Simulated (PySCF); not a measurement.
Method: TPSSh-D3(BJ)/def2-TZVP // r2SCAN-D4/def2-SVP (PySCF 2.14.0). All species are isolated molecules in the gas phase. One relaxed conformer stands for a flexible species; it need not be the lowest. 

Reference species: [Nb(F)5] (neutral, multiplicity 1).

```json
{
 "charge on the central atom (Mulliken)": "2.02 e",
 "coordination_number": "5"
}
```

Changed species: [Nb(F)(OH)4] (4 of 5 F replaced by OH; the reference has 0 of 5 F replaced by OH).

**Question.** What does the change do to the charge on the central atom (Mulliken) and coordination number?

**Answer.** the charge on the central atom (Mulliken) falls by 0.05 e, to 1.97 e; the coordination number stays essentially unchanged.
